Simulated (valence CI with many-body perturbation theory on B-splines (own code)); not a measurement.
# Br¹³⁺: fill in the table

Calculated by valence CI with perturbative core correlation (CI+MBPT): four valence electrons over a frozen Dirac-Fock core [Ar], radial functions for each j: 7 s, 7 p, 8 d, 6 f, 4 g, 1 h, with the one-electron correlation potential Σ1 (screened to all orders), the two-electron term Σ2, the three-electron term Σ3, Breit, model QED; selected single and double excitations, second order for the rest, scaled by the run's own slope (own B-spline code, finite nucleus).

No measured levels were compared; by estimate terms of the open shell hold to 2 to 4 % of their energy, and close levels can change places. The list stops below the first excitations out of the core. Only levels of the ground parity were solved; by the run's estimate the other parity begins above the list, which can be wrong where configurations are misplaced.

| Level | E (cm⁻¹) |
| --- | --- |
| 3d⁴ ⁵D_0 | 0.0 |
| 3d⁴ ⁵D_1 | ? |
| 3d⁴ ⁵D_2 | 4786 |
| 3d⁴ ⁵D_3 | 8182 |
| 3d⁴ ⁵D_4 | ? |
| 3d⁴ ³P_0 [a] | ? |
| 3d⁴ ³H_4 | 52075 |
| 3d⁴ ³P_1 [a] | 56479 |
| 3d⁴ ³H_5 | ? |
| 3d⁴ ³H_6 | 59435 |
| 3d⁴ ³F_3 [a] | 59574 |
| 3d⁴ ³F_2 [a] | 60762 |
| 3d⁴ ³F_4 [a] | 62705 |
| 3d⁴ ³P_2 [a] | ? |
| 3d⁴ ³G_3 | 70067 |
| 3d⁴ ³G_4 | 70429 |
| 3d⁴ ³G_5 | ? |
| 3d⁴ ³D_3 | 82623 |
| 3d⁴ ³D_2 | 84047 |
| 3d⁴ ¹I_6 | 84700 |

Names give the largest LS component (configuration and term), which can be under half, so a name can repeat, a term be missing and a line seem to break the LS rules; names also repeat where a configuration has a term twice. Letters in brackets count levels of one name in rising energy.

Problem. The levels stand in rising order. What does the calculation give for the missing energies?

Solution. 3d⁴ ⁵D_1 1886; 3d⁴ ⁵D_4 11814; 3d⁴ ³P_0 [a] 47515; 3d⁴ ³H_5 56514; 3d⁴ ³P_2 [a] 67383; 3d⁴ ³G_5 73848.
